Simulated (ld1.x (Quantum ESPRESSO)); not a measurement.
**Which change was made? (Sb, TM)**

| Property | Result |
| --- | --- |
| Element | Sb |
| Generator | ld1.x (Quantum ESPRESSO) 7.5 |
| Type | norm-conserving Troullier–Martins (Kleinman–Bylander form) |
| Functional | PBEsol |
| Relativity | scalar-relativistic |
| Frozen core | [Kr] |
| Valence charge | 15 |
| Reference configuration | 4d10 5s2 5p2 (charge +1) |
| Partial waves | 5s (bound): rc 1.55 bohr; 5p (bound): rc 1.60 bohr; 4f channel at 0.45 Ry: rc 1.35 bohr; 4d (bound): rc 1.45 bohr |
| Local potential | the d channel |
| Core correction | a·sin(br)/r model core inside 0.70 bohr |

Cutoffs, loose and tight: the cutoffs (Ry, on a coarse ladder) from which the occupation-weighted sum of valence levels, in a spherical-Bessel basis at the reference potential, stays within 10 and 1 mRy of its value at 400 Ry. They do not see the model core or the augmentation charge, which bear on the density cutoff. Test errors are all-electron minus pseudo excitation energies from the reference, over the configurations 4d10 5s2 5p3; 4d10 5s2 5p1; 4d10 5s2 5p0; 4d10 5s2 5p2.5; 4d10 5s2 5p3.3; 4d9 5s2 5p4; 4d10 5s1 5p3; variants that change the core or the reference have their own tests. The largest error is taken over the tests solved by every variant that gives reliable tests at all, those not shown here included: 4d10 5s1 5p3; 4d10 5s2 5p0; 4d10 5s2 5p1; 4d10 5s2 5p2.5; 4d10 5s2 5p3; 4d10 5s2 5p3.3.

The base gives: outcome: generated; cutoff, loose: 100 Ry; cutoff, tight: 160 Ry; bound ghosts: s, p; largest test error (meV): -4.8.

(1) After one change the result is: outcome: generated; cutoff, loose: 80 Ry; cutoff, tight: 140 Ry; bound ghosts: s, p; largest test error (meV): -8.9. Which change was it?
A. all radii but the core radius scaled by about 0.77 (s 1.20, p 1.24, d 1.12, f 1.04 bohr)
B. all radii but the core radius scaled by about 0.89 (s 1.38, p 1.44, d 1.30, f 1.20 bohr)
C. all radii but the core radius scaled by about 1.25 (s 1.94, p 2.00, d 1.82, f 1.70 bohr)

## Answers

(1) C. The others give: all radii but the core radius scaled by about 0.77 (s 1.20, p 1.24, d 1.12, f 1.04 bohr) → outcome: generated; cutoff, loose: over 300 Ry; cutoff, tight: over 300 Ry; bound ghosts: p, s; largest test error (meV): -82 | all radii but the core radius scaled by about 0.89 (s 1.38, p 1.44, d 1.30, f 1.20 bohr) → outcome: generated; cutoff, loose: 140 Ry; cutoff, tight: 200 Ry; bound ghosts: s, p; largest test error (meV): -20.
